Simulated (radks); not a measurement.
All-electron calculation, scalar-relativistic Kohn-Sham, LDA (Slater exchange, Perdew-Wang correlation), spin-polarised, spherical densities, point nucleus; open shells are filled with parallel spins first (spin-orbit coupling, left out, can overturn this in heavy ions). Program: a radial shooting solver on a logarithmic mesh with Libxc functionals. Each species is in its NIST ground configuration. Rank Lu, Dy, Pm, La, Gd, Nd, Er, Ce, Ho, Tb, Pr, Yb, Sm, Tm, Eu by mean radius of the outermost orbital (bohr), largest first.

Answer. Pr 4.49, Nd 4.44, La 4.43, Pm 4.39, Ce 4.37, Sm 4.35, Eu 4.30, Tb 4.15, Dy 4.09, Gd 4.07, Ho 4.03, Er 3.98, Tm 3.92, Yb 3.87, Lu 3.65.
